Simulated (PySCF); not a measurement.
H₅BF₂O₂Si₂, SMILES [SiH2]([SiH](F)F)B(O)O, CAM-B3LYP/def2-SVP optimised geometry.

```
12

Si    -0.32     0.93     0.00
F     -1.83     1.11    -0.56
F     -0.41     1.28     1.61
Si     0.33    -1.31     0.00
B     -0.42    -2.05     1.75
O     -0.75    -1.25     2.79
O     -0.58    -3.39     1.87
H      0.51     2.00    -0.61
H     -0.14    -2.00    -1.23
H      1.83    -1.31     0.00
H     -0.64    -0.30     2.64
H     -0.93    -3.63     2.74
```

Density from CAM-B3LYP/def2-TZVP in PySCF 2.14.0 at that geometry.

Minimum of the electron density along straight lines between bonded atoms, close to the bond critical point (lines longer than 1.1 times the sum of covalent radii, or with two minima, are not listed):

```json
[
 {"bond": "Si1–F2", "length / Å": "1.616", "ρ at the minimum / e bohr⁻³": "0.134", "∇²ρ there / e bohr⁻⁵": "0.92", "position (fraction from the first atom)": "0.42"},
 {"bond": "Si1–F3", "length / Å": "1.645", "ρ at the minimum / e bohr⁻³": "0.123", "∇²ρ there / e bohr⁻⁵": "0.80", "position (fraction from the first atom)": "0.42"},
 {"bond": "Si1–Si4", "length / Å": "2.335", "ρ at the minimum / e bohr⁻³": "0.097", "∇²ρ there / e bohr⁻⁵": "-0.12", "position (fraction from the first atom)": "0.64"},
 {"bond": "Si4–B5", "length / Å": "2.043", "ρ at the minimum / e bohr⁻³": "0.112", "∇²ρ there / e bohr⁻⁵": "-0.10", "position (fraction from the first atom)": "0.39"},
 {"bond": "B5–O6", "length / Å": "1.353", "ρ at the minimum / e bohr⁻³": "0.215", "∇²ρ there / e bohr⁻⁵": "0.96", "position (fraction from the first atom)": "0.33"},
 {"bond": "B5–O7", "length / Å": "1.352", "ρ at the minimum / e bohr⁻³": "0.217", "∇²ρ there / e bohr⁻⁵": "0.95", "position (fraction from the first atom)": "0.33"},
 {"bond": "Si1–H8", "length / Å": "1.481", "ρ at the minimum / e bohr⁻³": "0.129", "∇²ρ there / e bohr⁻⁵": "0.12", "position (fraction from the first atom)": "0.49"},
 {"bond": "Si4–H9", "length / Å": "1.488", "ρ at the minimum / e bohr⁻³": "0.120", "∇²ρ there / e bohr⁻⁵": "0.15", "position (fraction from the first atom)": "0.49"},
 {"bond": "Si4–H10", "length / Å": "1.493", "ρ at the minimum / e bohr⁻³": "0.118", "∇²ρ there / e bohr⁻⁵": "0.15", "position (fraction from the first atom)": "0.49"},
 {"bond": "O6–H11", "length / Å": "0.969", "ρ at the minimum / e bohr⁻³": "0.347", "∇²ρ there / e bohr⁻⁵": "-2.41", "position (fraction from the first atom)": "0.81"},
 {"bond": "O7–H12", "length / Å": "0.969", "ρ at the minimum / e bohr⁻³": "0.350", "∇²ρ there / e bohr⁻⁵": "-2.37", "position (fraction from the first atom)": "0.81"}
]
```
